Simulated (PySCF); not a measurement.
C3H2O, SMILES O=c1cc1. Atoms are numbered in the order given.

```xyz
6

O      0.0000     0.0000     1.5386
C      0.0000     0.0000     0.3380
C      0.0000     0.6738    -0.9322
C      0.0000    -0.6738    -0.9322
H      0.0000     1.5575    -1.5751
H      0.0000    -1.5575    -1.5751
```
Charge 0, spin multiplicity 1.

Coordinates come from a B3LYP-D3(BJ)/def2-SVP optimisation.

Two levels are set side by side: PBE/pcSseg-2 (PySCF) and PBE0/pcSseg-2 (PySCF). GIAO shifts against H2O (¹⁷O), TMS (¹H), TMS (¹³C) at the same level; non-relativistic, no solvent, atoms listed together averaged. Differences are taken from unrounded values.

```csv
quantity,PBE0,PBE,PBE minus PBE0
δ(¹⁷O) of O1 (ppm),314.5,321.0,6.5
δ(¹³C) of C2 (ppm),156.2,154.1,-2.1
"δ(¹³C) of C3, C4 (ppm)",175.5,178.9,3.4
"δ(¹H) of H5, H6 (ppm)",9.57,9.90,0.33
```

Rough cost on one machine, each run with all the roots and properties that it gave: PBE0 against PBE within a factor of 2.
